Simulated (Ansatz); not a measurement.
Geometry optimisation, RKS LDA/def2-SVP (Ansatz).

input.yaml

```yaml
crystal:
  periodic: [false, false, false]
  atoms:
    - { symbol: Hf, position_ang: [0.167083, 0.109627, -0.10202] }
    - { symbol: Cl, position_ang: [0.164493, -0.009698, 2.364483] }
    - { symbol: Cl, position_ang: [2.378678, -0.068889, -0.719193] }
    - { symbol: Cl, position_ang: [-0.531486, 2.088288, -1.067364] }
    - { symbol: Cl, position_ang: [-0.85443, -1.729829, -1.074592] }
    - { symbol: S, position_ang: [-3.324003, 0.120916, 1.230759] }
    - { symbol: H, position_ang: [-3.366493, -1.171803, 0.782211] }
    - { symbol: H, position_ang: [-2.393243, -0.211412, 2.206114] }
basis:
  gaussian: { orbitals: def2-SVP }
hamiltonian:
  xc: lda
relax:
  f_tol: 0.03
  max_steps: 50
```

Run as:

```bash
$ ansatz run input.yaml --threads 4 --pin off --max-ram 5120MiB --backend cpu --events-out ev --progress --plain --runs-dir out
```

Where does it end, and by what steps?

The forces met the threshold. After 6 steps the energy has fallen by 0.453 eV; S6 moved furthest, 0.58 Å. Joined: Hf1–S6 (3.74 → 2.89 Å).

```json
{"step": "0", "energy less start (eV)": "0.0000", "largest force component (eV/Å)": "1.615", "accepted": "yes"}
{"step": "1", "energy less start (eV)": "-0.1657", "largest force component (eV/Å)": "1.458", "accepted": "yes"}
{"step": "2", "energy less start (eV)": "-0.3398", "largest force component (eV/Å)": "0.490", "accepted": "yes"}
{"step": "3", "energy less start (eV)": "-0.4059", "largest force component (eV/Å)": "0.733", "accepted": "yes"}
{"step": "4", "energy less start (eV)": "-0.4355", "largest force component (eV/Å)": "0.286", "accepted": "yes"}
{"step": "5", "energy less start (eV)": "-0.4462", "largest force component (eV/Å)": "0.129", "accepted": "yes"}
{"step": "6", "energy less start (eV)": "-0.4526", "largest force component (eV/Å)": "0.028", "accepted": "yes"}
```

```xyz
8
Properties=species:S:1:pos:R:3
Hf -0.081 0.051 0.021
Cl 0.278 -0.022 2.337
Cl 2.124 -0.066 -0.689
Cl -0.685 2.113 -0.881
Cl -0.922 -1.870 -1.024
S -2.819 0.169 0.943
H -3.126 -1.134 0.664
H -2.529 -0.113 2.249
```

Whether the end is a true minimum wasn't checked by a vibrational analysis.

Run time: 11 s on 4 threads of Arm Neoverse V2, on a shared host, peak memory 0.21 GiB.
